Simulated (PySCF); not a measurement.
**Basis and Hamiltonian dependence of the excitation energy of B⁺**

B⁺ [He] 2s2 (1S) → B⁺ [He] 2p2 (3P). All values are computed (PySCF 2.14, energy differences of UHF-based or UKS calculations, no spin-orbit coupling). Values in eV.

```
                                                              basis       Hamiltonian  functions     UHF     LDA    PBE0  MP2 (valence)  CCSD(T) (valence)  CCSD(T) (valence and next inner shell)
                                                        aug-cc-pVDZ  non-relativistic         23  11.011  10.024  10.472         11.781             12.439                                     n/a
                                                       ANO-RCC-VTZP     spin-free X2C         30  10.974  10.007  10.440         11.776             12.380                                  12.287
                                                        def2-TZVPPD  non-relativistic         37  10.940   9.963  10.406         11.727             12.316                                  12.259
                                                         dyall-av2z  non-relativistic         42  10.930   9.954  10.406         11.745             12.370                                     n/a
                                                       x2c-QZVPPall     spin-free X2C         57  10.959   9.981  10.427         11.787             12.352                                  12.261
                                                    aug-cc-pCVTZ-DK     spin-free X2C         59  10.981  10.002  10.452         11.798             12.375                                  12.323
   aug-cc-pVTZ with one added diffuse shell each of s, p, d, f type  non-relativistic         62  10.967   9.985  10.436         11.765             12.348                                     n/a
                                                        def2-QZVPPD  non-relativistic         63  10.944   9.967  10.413         11.773             12.338                                  12.247
  x2c-QZVPPall with one added diffuse shell each of s, p, d, f type     spin-free X2C         73  10.959   9.981  10.427         11.788             12.352                                  12.261
                                                        aug-cc-pVQZ  non-relativistic         80  10.951   9.973  10.419         11.792             12.352                                     n/a
aug-cc-pVQZ with one added diffuse shell each of s, p, d, f, g type  non-relativistic        105  10.951   9.973  10.419         11.792                n/a                                     n/a
                                                      aug-cc-pwCVQZ  non-relativistic        109  10.950   9.970  10.417         11.798                n/a                                     n/a
```

Question: Estimate the row for x2c-TZVPPall (spin-free X2C, 31 functions).

Answer: From the rows with the same Hamiltonian and similar size; the calculation gives UHF 10.96; LDA 9.98; PBE0 10.42; MP2 (valence) 11.74; CCSD(T) (valence) 12.33; CCSD(T) (valence and next inner shell) 12.27 (eV).

Frozen in the all-electron rows: valence: 1s2; valence and next inner shell: nothing.

Reference for a calculation without spin-orbit coupling: 12.265 eV (measured, between term centres; NIST).
